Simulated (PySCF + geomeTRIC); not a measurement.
The multiplicity is imposed and other spin states were not computed.

All values below come from TPSS-D3(BJ)/def2-SVP run with PySCF + geomeTRIC. fastk is a local helper that only speeds up exchange builds. No frequencies were computed at this level.

```python
import json, numpy as np
from pyscf import gto, dft
from fastk import lowrank_exchange
atoms = """
Zr     0.035607    -0.002348     0.011077
F     -0.416040     1.738178     0.487486
F      0.597565    -0.086168    -1.759068
F     -1.389675    -1.171673     0.279323
N      1.614041    -0.498334     1.135146
H      2.014421     0.138583     1.834207
H      2.366570    -1.116170     0.809682
"""
def scf(charge, spin, dm0=None):
    mol = gto.M(atom=atoms, basis='def2-svp', ecp={'Zr': 'def2-svp'}, charge=charge, spin=spin, verbose=3, max_memory=3780)
    mf = dft.KS(mol, xc='tpss').density_fit(auxbasis="def2-universal-jkfit")
    mf.disp = 'd3bj'
    mf.grids.level = 3
    mf.conv_tol = 1e-8
    mf.max_cycle = 120
    mf.level_shift = 0.25
    mf.kernel(dm0)
    if not mf.converged:
        mf = mf.newton().run(mf.mo_coeff, mf.mo_occ).undo_soscf()
    return mf
mf = scf(0, 0)
from pyscf.geomopt.geometric_solver import kernel as optimize
path = []
done, mol = optimize(mf, maxsteps=120, assert_convergence=False, callback=lambda env: path.append((env["energy"], bool(env["g_scanner"].converged))))
res = dict(converged=bool(done and path[-1][1]), energy=path[-1][0], path=[e for e, c in path], xyz=mol.atom_coords(unit="Angstrom").tolist(), nao=mol.nao)
json.dump(res, open("result.json", "w"))
```

Output:

```
converged SCF energy = -402.581659390081
Geometry optimization cycle 1
converged SCF energy = -402.581659383719
cycle 1: E = -402.581659384  dE = -402.582  norm(grad) = 0.0708093
Geometry optimization cycle 2
converged SCF energy = -402.586735379899
cycle 2: E = -402.58673538  dE = -0.005076  norm(grad) = 0.0356521
Geometry optimization cycle 3
converged SCF energy = -402.589516602709
cycle 3: E = -402.589516603  dE = -0.00278122  norm(grad) = 0.00939069
Geometry optimization cycle 4
converged SCF energy = -402.589937722044
cycle 4: E = -402.589937722  dE = -0.000421119  norm(grad) = 0.00568506
Geometry optimization cycle 5
converged SCF energy = -402.59025663804
cycle 5: E = -402.590256638  dE = -0.000318916  norm(grad) = 0.00582577
Geometry optimization cycle 6
converged SCF energy = -402.590417412297
cycle 6: E = -402.590417412  dE = -0.000160774  norm(grad) = 0.00313432
Geometry optimization cycle 7
converged SCF energy = -402.590443479953
cycle 7: E = -402.59044348  dE = -2.60677e-05  norm(grad) = 0.00100097
Geometry optimization cycle 8
converged SCF energy = -402.590447406319
cycle 8: E = -402.590447406  dE = -3.92637e-06  norm(grad) = 0.00122971
Geometry optimization cycle 9
converged SCF energy = -402.590449936277
cycle 9: E = -402.590449936  dE = -2.52996e-06  norm(grad) = 0.00104236
Geometry optimization cycle 10
converged SCF energy = -402.590451598192
cycle 10: E = -402.590451598  dE = -1.66192e-06  norm(grad) = 0.000508078
Geometry optimization cycle 11
converged SCF energy = -402.59045182208
cycle 11: E = -402.590451822  dE = -2.23887e-07  norm(grad) = 0.000394652
<class 'geometric.internal.Distance'> : 6
<class 'geometric.internal.Angle'> : 8
<class 'geometric.internal.OutOfPlane'> : 1
<class 'geometric.internal.Dihedral'> : 6
<class 'geometric.internal.TranslationX'> : 1
<class 'geometric.internal.TranslationY'> : 1
<class 'geometric.internal.TranslationZ'> : 1
<class 'geometric.internal.RotationA'> : 1
<class 'geometric.internal.RotationB'> : 1
<class 'geometric.internal.RotationC'> : 1
Step    0 : Gradient = 2.676e-02/3.987e-02 (rms/max) Energy = -402.5816593837
Step    1 : Displace = 9.371e-02/1.268e-01 (rms/max) Trust = 1.000e-01 (=) Grad = 1.348e-02/1.862e-02 (rms/max) E (change) = -402.5867353799 (-5.076e-03) Quality = 0.414
Step    2 : Displace = 3.267e-02/4.761e-02 (rms/max) Trust = 1.000e-01 (=) Grad = 3.549e-03/4.887e-03 (rms/max) E (change) = -402.5895166027 (-2.781e-03) Quality = 1.214
Step    3 : Displace = 1.860e-02/2.982e-02 (rms/max) Trust = 1.414e-01 (+) Grad = 2.149e-03/4.002e-03 (rms/max) E (change) = -402.5899377220 (-4.211e-04) Quality = 1.371
Step    4 : Displace = 2.635e-02/3.539e-02 (rms/max) Trust = 2.000e-01 (+) Grad = 2.202e-03/2.906e-03 (rms/max) E (change) = -402.5902566380 (-3.189e-04) Quality = 1.363
Step    5 : Displace = 2.562e-02/3.302e-02 (rms/max) Trust = 2.828e-01 (+) Grad = 1.185e-03/1.576e-03 (rms/max) E (change) = -402.5904174123 (-1.608e-04) Quality = 1.012
Step    6 : Displace = 5.385e-03/7.877e-03 (rms/max) Trust = 3.000e-01 (+) Grad = 3.783e-04/6.245e-04 (rms/max) E (change) = -402.5904434800 (-2.607e-05) Quality = 0.865
Step    7 : Displace = 4.666e-03/6.006e-03 (rms/max) Trust = 3.000e-01 (=) Grad = 4.648e-04/7.475e-04 (rms/max) E (change) = -402.5904474063 (-3.926e-06) Quality = 0.203
Step    8 : Displace = 2.518e-03/3.465e-03 (rms/max) Trust = 2.333e-03 (-) Grad = 3.940e-04/6.106e-04 (rms/max) E (change) = -402.5904499363 (-2.530e-06) Quality = 0.199
Step    9 : Displace = 1.265e-03/2.128e-03 (rms/max) Trust = 1.167e-03 (-) Grad = 1.920e-04/2.432e-04 (rms/max) E (change) = -402.5904515982 (-1.662e-06) Quality = 0.219
Step   10 : Displace = 5.781e-04/9.131e-04 (rms/max) Trust = 5.833e-04 (-) Grad = 1.492e-04/2.372e-04 (rms/max) E (change) = -402.5904518221 (-2.239e-07) Quality = 0.046
Converged! =D
```

Cost: roughly 4 core-minutes.
